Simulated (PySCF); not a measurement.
A geometry optimisation on `O=[P@]12CC[C@H](CC1)C2`.

Computed with PBE0-D3(BJ)/def2-SVP geometry optimisation, gas phase (PySCF 2.14.0). Start geometry: GFN2-xTB. The input is one job of a driver script: a line of settings, then coordinates in Å.

Input:
```
{"job": {"xc": "PBE0", "basis": "def2-SVP", "d3": "d3bj", "grid": 1, "kind": "geom"}, "charge": 0, "multiplicity": 1}
O     -0.382682    -2.544205     1.367867
P     -0.189967    -1.272422     0.666058
C     -1.449407    -0.682855    -0.534278
C     -1.132749     0.812297    -0.682283
C      0.105523     1.131405     0.173726
C      1.371147     0.546393    -0.477455
C      1.340853    -0.979017    -0.305960
C     -0.083046     0.369739     1.481441
H     -2.445300    -0.863444    -0.126159
H     -1.374709    -1.231605    -1.473890
H     -1.973858     1.413272    -0.331439
H     -0.950130     1.080310    -1.723434
H      0.208898     2.210548     0.308499
H      1.418768     0.827799    -1.530055
H      2.252785     0.963471     0.012990
H      2.197915    -1.357374     0.253745
H      1.304028    -1.514659    -1.255229
H      0.766722     0.455676     2.157422
H     -0.994593     0.643923     2.010973
```

Estimate the output.

```
step   0  E = -651.06155491  max force = 0.029553
step   1  E = -651.06353536  max force = 0.003016
step   2  E = -651.06356671  max force = 0.000783
step   3  E = -651.06357360  max force = 0.000313
optimisation converged
```

Energies in Eh; «max force» is the largest Cartesian gradient component in Eh/bohr.

How much energy does the optimisation release, in kcal/mol?

E(step 0) − E(last step) = 0.002019 Eh, which is 1.3 kcal/mol.

Give the first gradient maximum in eV/Å.

With 1 Eh/bohr = 51.422 eV/Å, 1.520 eV/Å.

In short: final energy -651.06357 Eh after 3 steps; dipole 4.41 D.

Where do the atoms end?

0.025 Å rms from the input after alignment:
```
atom  x, y, z in Å
O1    -0.0365   -1.9753    1.4172
P2     0.1779   -0.7045    0.6660
C3    -1.0625   -0.1357   -0.5618
C4    -0.7467    1.3687   -0.7277
C5     0.5006    1.7001    0.1210
C6     1.7681    1.0808   -0.5083
C7     1.7094   -0.4521   -0.3145
C8     0.2993    0.9573    1.4452
H9    -2.0675   -0.3278   -0.1582
H10   -0.9677   -0.7153   -1.4914
H11   -1.5954    1.9737   -0.3743
H12   -0.5822    1.6384   -1.7817
H13    0.6145    2.7875    0.2411
H14    1.8472    1.3559   -1.5707
H15    2.6581    1.4913   -0.0076
H16    2.5606   -0.8516    0.2563
H17    1.6539   -1.0171   -1.2562
H18    1.1546    1.0289    2.1330
H19   -0.6235    1.2324    1.9767
```

The run took 44 s of wall time on one thread of an AMD EPYC 7R43 (shared host), and the process peaked at 0.76 GiB of memory.
Labels such as C1 count atoms from 1, the log's own numbers from 0.
